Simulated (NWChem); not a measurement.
A series in which one site is exchanged, each optimised at PBE0/def2-SVP with NWChem, gas phase unless a solvent is named. All stand in one matching conformer (torsions within 35°), which need not be the lowest. This build's default masses of Se (78.918 u) and Br (79.917 u) are each other's, which moves their modes by up to 0.6 %. For some, no frequency run checked for a minimum. def2 effective core potentials on I; no spin-orbit coupling.

A: [AlH]([O]C)[F] (CH₄AlFO; site = F)
B: [AlH]([O]C)[Br] (CH₄AlBrO; site = Br)
C: C[O][AlH][Cl] (CH4AlClO; site = Cl)
D: C[O][AlH][I] (CH₄AlIO; site = I)

| quantity | A | B | C | D |
|---|---|---|---|---|
| dipole (D), PBE0/def2-SVP | 1.27 | 1.18 | [?] | 1.21 |
| orbital gap (eV), PBE0/def2-SVP | 8.06 | 7.51 | [?] | 6.75 |
| static polarisability, PBE/def2-SVPD (bohr³) | 44.8 | 68.1 | [?] | 83.2 |
| lowest singlet excitation, PBE/def2-SVPD, TDA (eV) | 5.77 | 5.32 | [?] | 4.82 |

Some entries are withheld; supply them.


- dipole (D), PBE0/def2-SVP, C: 1.17
- orbital gap (eV), PBE0/def2-SVP, C: 7.71
- static polarisability, PBE/def2-SVPD (bohr³), C: 59.5
- lowest singlet excitation, PBE/def2-SVPD, TDA (eV), C: 5.46
